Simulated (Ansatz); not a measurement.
Geometry optimisation, Ansatz 0.2.0, DFT PBE, scalar-relativistic, plane waves, PAW.

Input:

```yaml
crystal:
  lattice:
    - [6.16224, 0.0, 0.0]
    - [0.0, 6.16224, 0.0]
    - [0.0, 0.0, 6.16224]
  atoms:
    - { symbol: O, position: [0.6548842, 0.752637, 0.0658618] }
    - { symbol: H, position: [0.5994114, 0.8610563, -0.0335] }
    - { symbol: H, position: [0.657265, 0.620606, -0.0193844] }
    - { symbol: O, position: [0.0366497, 0.0290417, 0.0906684] }
    - { symbol: H, position: [-0.017586, 0.173315, 0.0598712] }
    - { symbol: H, position: [0.0032148, -0.0527063, -0.0393475] }
    - { symbol: O, position: [0.0686922, 0.5684257, 0.7671575] }
    - { symbol: H, position: [0.0403796, 0.5065809, 0.6254594] }
    - { symbol: H, position: [-0.0425436, 0.5058311, 0.8588813] }
    - { symbol: O, position: [0.15874, 0.1103931, 0.5698235] }
    - { symbol: H, position: [0.1476567, 0.1830461, 0.4308867] }
    - { symbol: H, position: [0.0322678, 0.01717, 0.5741806] }
    - { symbol: S, position: [0.6531118, 0.0568567, 0.6315185] }
    - { symbol: H, position: [0.5971939, 0.2583408, 0.572143] }
    - { symbol: H, position: [0.6390493, -0.0204, 0.4288321] }
basis:
  ecutwfc: 420.0
kpoints:
  mp_grid: { grid: [1, 1, 1] }
hamiltonian:
  xc: pbe
scf:
  occupations: { method: fermi_dirac, width: 0.02 }
  lower_state_search: "off"
relax:
  f_tol: 0.3
  max_steps: 15
  adjacent_minimum: "off"
```

Launched with:

```bash
$ ansatz run input.yaml --threads 1 --pin off --max-ram 3072MiB --backend cpu --events-out ev --progress --plain --runs-dir out
```

Where does it end, and by what steps?

The forces met the threshold. The threshold is loose, so the end isn't yet a minimum. The force dipped under the threshold on the way, but the program's further checks kept it going. Limits of this set-up: coarse k mesh. After 14 steps the energy has fallen by 1.915 eV; H14 moved furthest, 1.40 Å.

| step | energy less start (eV) | largest force component (eV/Å) | accepted |
| --- | --- | --- | --- |
| 0 | 0.0000 | 0.487 | yes |
| 1 | -0.3116 | 1.750 | yes |
| 2 | -0.6556 | 1.736 | yes |
| 3 | -0.9672 | 1.559 | yes |
| 4 | -1.2113 | 1.320 | yes |
| 5 | -1.4237 | 0.780 | yes |
| 6 | -1.5013 | 1.627 | yes |
| 7 | -1.6789 | 0.550 | yes |
| 8 | -1.7478 | 0.247 | yes |
| 9 | -1.7755 | 0.705 | yes |
| 10 | -1.8401 | 0.549 | yes |
| 11 | -1.8860 | 0.631 | yes |
| 12 | -1.8622 | 0.666 | no |
| 13 | -1.9070 | 0.315 | yes |
| 14 | -1.9148 | 0.202 | yes |

```xyz
15
Lattice="6.1622 0.0000 0.0000 0.0000 6.1622 0.0000 0.0000 0.0000 6.1622" Properties=species:S:1:pos:R:3
O 4.053 4.136 0.041
H 3.863 4.720 -0.729
H 3.260 3.577 0.106
O 0.436 0.810 0.700
H 0.500 1.604 0.097
H 0.884 0.078 0.253
O 0.494 3.102 5.435
H 0.582 2.838 4.489
H -0.425 3.419 5.578
O 0.876 1.569 3.211
H 0.861 1.385 2.232
H 0.018 1.166 3.470
S 3.969 -0.058 3.631
H 2.757 0.537 3.441
H 3.927 -0.722 2.451
```

Whether the end is a true minimum wasn't checked by a vibrational analysis.

Run time: 16 s on 1 thread of Arm Neoverse V2 (shared host), peak memory 0.33 GiB.
